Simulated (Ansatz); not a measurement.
Born–Oppenheimer molecular dynamics of a periodic cell of 36 atoms, H6C2O (contents 4 CH3CH2OH, density as packed 0.72 g/cm³ with natural masses). It starts from a partly relaxed structure (largest force component 0.18 eV/Å).

Level of theory: DFT PBE-D3(BJ), scalar-relativistic, plane waves, PAW in Ansatz. Settings: accuracy low, cutoff 420 eV, k mesh 1x1x1, fermi-dirac smearing 0.02 eV, no spin polarisation.

```json
{"ensemble": "NVT, Langevin thermostat", "time step": "0.5 fs", "steps asked": "300", "set temperature": "1500 K", "friction": "0.02 /fs", "seed": "404988"}
```

Frames 1 fs apart, positions in Å.

Velocities at 100.0 fs (Å/ps):

```
C 13.80 17.64 17.10
C 12.68 -2.47 0.82
O -0.60 1.78 3.83
H -6.92 14.18 -4.23
H -49.55 30.25 3.93
H 51.38 17.07 -21.31
H -9.50 -28.91 26.27
H -10.75 34.15 70.91
H 5.54 6.75 9.48
C 7.43 -13.07 -16.10
C -1.39 -5.65 -6.65
O 0.98 9.00 -13.28
H -3.19 -0.29 36.80
H 8.28 9.38 20.15
H 4.32 29.02 7.99
H 32.50 -63.77 -14.74
H 4.82 -33.84 11.18
H 22.42 -40.25 -18.73
C -13.51 12.82 12.46
C -9.65 7.55 -2.67
O -2.43 -10.87 -1.13
H -6.90 62.83 -12.73
H -34.72 35.60 -69.01
H -25.40 8.87 -21.29
H -18.52 -13.31 6.18
H 27.87 -16.05 -45.85
H 39.76 1.67 10.89
C 5.87 10.84 4.52
C 5.36 2.70 2.54
O -4.50 8.86 -2.64
H 43.22 28.45 70.14
H 0.46 -4.62 15.81
H -39.46 1.74 -46.42
H -39.34 29.48 65.30
H -24.51 22.67 65.56
H -42.27 97.74 0.72
```

```xyz
36
Lattice="7.5291 0.0000 0.0000 0.0000 7.5291 0.0000 0.0000 0.0000 7.5291" Properties=species:S:1:pos:R:3 time_fs=100.0 energy_less_start_eV=5.235 T=1310
C 2.316 4.790 4.576
C 3.731 4.516 4.854
O 3.902 3.310 5.717
H 4.670 3.651 6.178
H 4.289 4.250 3.909
H 4.250 5.323 5.111
H 1.618 4.026 4.932
H 2.107 5.763 5.260
H 2.344 5.153 3.518
C 7.035 3.590 1.606
C 6.547 4.811 2.304
O 5.245 5.386 1.908
H 5.534 5.721 1.049
H 6.595 4.599 3.406
H 7.382 5.695 2.394
H 8.080 3.596 1.179
H 7.130 2.644 2.297
H 6.358 3.417 0.746
C -0.479 6.465 5.738
C 0.585 7.433 6.261
O -0.031 8.292 7.399
H 0.046 9.269 7.196
H 1.639 7.179 6.906
H 0.892 8.292 5.633
H -0.976 5.592 6.375
H -1.244 7.141 5.350
H -0.082 5.805 4.926
C 4.755 0.904 1.228
C 3.737 1.870 2.037
O 2.460 2.019 1.782
H 2.193 1.169 1.278
H 3.682 1.754 3.170
H 4.152 2.799 1.869
H 4.116 1.006 0.310
H 5.877 1.041 1.143
H 4.698 -0.116 1.287
36
Lattice="7.5291 0.0000 0.0000 0.0000 7.5291 0.0000 0.0000 0.0000 7.5291" Properties=species:S:1:pos:R:3 time_fs=101.0 energy_less_start_eV=5.641 T=1196
C 2.330 4.807 4.596
C 3.743 4.513 4.853
O 3.902 3.312 5.721
H 4.669 3.660 6.179
H 4.240 4.280 3.918
H 4.306 5.354 5.099
H 1.612 4.001 4.945
H 2.098 5.784 5.326
H 2.343 5.158 3.527
C 7.043 3.577 1.591
C 6.549 4.807 2.299
O 5.246 5.393 1.894
H 5.527 5.716 1.083
H 6.604 4.607 3.418
H 7.377 5.724 2.403
H 8.114 3.535 1.155
H 7.130 2.620 2.298
H 6.373 3.377 0.725
C -0.490 6.477 5.751
C 0.577 7.442 6.261
O -0.034 8.281 7.398
H 0.041 9.320 7.184
H 1.596 7.214 6.827
H 0.864 8.303 5.607
H -0.989 5.593 6.378
H -1.216 7.131 5.302
H -0.040 5.809 4.945
C 4.759 0.918 1.233
C 3.744 1.873 2.043
O 2.454 2.028 1.777
H 2.234 1.196 1.349
H 3.689 1.746 3.183
H 4.120 2.814 1.822
H 4.086 1.036 0.363
H 5.850 1.069 1.211
H 4.652 -0.038 1.291
36
Lattice="7.5291 0.0000 0.0000 0.0000 7.5291 0.0000 0.0000 0.0000 7.5291" Properties=species:S:1:pos:R:3 time_fs=102.0 energy_less_start_eV=5.592 T=1199
C 2.341 4.825 4.617
C 3.755 4.509 4.851
O 3.901 3.316 5.724
H 4.675 3.673 6.178
H 4.196 4.307 3.926
H 4.368 5.397 5.108
H 1.607 3.988 4.946
H 2.086 5.781 5.375
H 2.335 5.151 3.540
C 7.053 3.565 1.573
C 6.551 4.806 2.295
O 5.250 5.399 1.883
H 5.524 5.722 1.089
H 6.598 4.613 3.420
H 7.350 5.733 2.397
H 8.142 3.483 1.127
H 7.120 2.615 2.279
H 6.391 3.334 0.709
C -0.499 6.486 5.765
C 0.570 7.453 6.260
O -0.037 8.270 7.400
H 0.035 9.336 7.176
H 1.532 7.231 6.736
H 0.828 8.299 5.571
H -0.990 5.619 6.381
H -1.197 7.125 5.246
H -0.002 5.823 4.966
C 4.760 0.936 1.238
C 3.754 1.876 2.050
O 2.450 2.037 1.768
H 2.261 1.212 1.422
H 3.713 1.733 3.183
H 4.109 2.847 1.775
H 4.059 1.076 0.398
H 5.817 1.098 1.275
H 4.602 -0.022 1.310
36
Lattice="7.5291 0.0000 0.0000 0.0000 7.5291 0.0000 0.0000 0.0000 7.5291" Properties=species:S:1:pos:R:3 time_fs=103.0 energy_less_start_eV=5.031 T=1358
C 2.345 4.846 4.639
C 3.768 4.503 4.850
O 3.901 3.321 5.728
H 4.685 3.695 6.170
H 4.165 4.327 3.929
H 4.423 5.438 5.133
H 1.607 3.990 4.934
H 2.077 5.756 5.405
H 2.326 5.146 3.559
C 7.065 3.555 1.556
C 6.555 4.805 2.292
O 5.254 5.405 1.876
H 5.522 5.744 1.054
H 6.578 4.615 3.415
H 7.316 5.727 2.382
H 8.159 3.445 1.106
H 7.097 2.630 2.245
H 6.409 3.286 0.697
C -0.506 6.493 5.778
C 0.563 7.468 6.259
O -0.040 8.262 7.403
H 0.028 9.309 7.182
H 1.460 7.227 6.653
H 0.785 8.285 5.528
H -0.984 5.669 6.385
H -1.185 7.112 5.191
H 0.024 5.849 4.995
C 4.760 0.956 1.243
C 3.766 1.882 2.062
O 2.444 2.048 1.757
H 2.260 1.202 1.484
H 3.752 1.712 3.175
H 4.126 2.880 1.728
H 4.041 1.126 0.408
H 5.783 1.122 1.335
H 4.540 -0.050 1.335
36
Lattice="7.5291 0.0000 0.0000 0.0000 7.5291 0.0000 0.0000 0.0000 7.5291" Properties=species:S:1:pos:R:3 time_fs=104.0 energy_less_start_eV=4.362 T=1432
C 2.344 4.869 4.662
C 3.781 4.498 4.852
O 3.902 3.325 5.729
H 4.699 3.701 6.168
H 4.155 4.331 3.914
H 4.466 5.468 5.170
H 1.617 4.002 4.912
H 2.071 5.713 5.410
H 2.309 5.155 3.589
C 7.082 3.547 1.539
C 6.562 4.805 2.290
O 5.259 5.408 1.871
H 5.527 5.774 0.999
H 6.555 4.614 3.396
H 7.273 5.714 2.357
H 8.162 3.417 1.089
H 7.069 2.657 2.209
H 6.424 3.245 0.695
C -0.512 6.499 5.790
C 0.552 7.486 6.258
O -0.046 8.258 7.405
H 0.021 9.251 7.191
H 1.414 7.201 6.582
H 0.743 8.264 5.479
H -0.985 5.726 6.391
H -1.179 7.102 5.148
H 0.044 5.884 5.031
C 4.752 0.978 1.248
C 3.779 1.887 2.075
O 2.439 2.059 1.748
H 2.227 1.155 1.524
H 3.798 1.689 3.160
H 4.163 2.910 1.689
H 4.035 1.178 0.402
H 5.759 1.155 1.391
H 4.473 -0.096 1.371
36
Lattice="7.5291 0.0000 0.0000 0.0000 7.5291 0.0000 0.0000 0.0000 7.5291" Properties=species:S:1:pos:R:3 time_fs=105.0 energy_less_start_eV=4.003 T=1507
C 2.340 4.894 4.684
C 3.795 4.493 4.857
O 3.905 3.327 5.726
H 4.712 3.697 6.173
H 4.161 4.322 3.885
H 4.500 5.475 5.200
H 1.632 4.010 4.881
H 2.064 5.668 5.396
H 2.286 5.161 3.624
C 7.099 3.540 1.521
C 6.572 4.808 2.292
O 5.266 5.408 1.865
H 5.533 5.812 0.954
H 6.532 4.610 3.363
H 7.225 5.684 2.328
H 8.149 3.401 1.084
H 7.043 2.692 2.172
H 6.441 3.203 0.697
C -0.518 6.505 5.804
C 0.534 7.508 6.259
O -0.051 8.257 7.407
H 0.008 9.170 7.200
H 1.421 7.154 6.536
H 0.703 8.232 5.439
H -0.986 5.783 6.410
H -1.172 7.092 5.117
H 0.056 5.927 5.062
C 4.739 0.997 1.254
C 3.795 1.894 2.088
O 2.434 2.068 1.739
H 2.177 1.102 1.554
H 3.845 1.664 3.158
H 4.207 2.932 1.662
H 4.055 1.234 0.395
H 5.755 1.191 1.449
H 4.414 -0.139 1.416
```

Of the whole run (150 fs, mean temperature of the second half 1404 K): A run of 0.15 ps of so small a system gives no equilibrium averages. Limits of this set-up: coarse k mesh, low accuracy level.

Time of the run: 10 min on 1 thread of Arm Neoverse V2, on a shared host, peak memory 0.44 GiB.
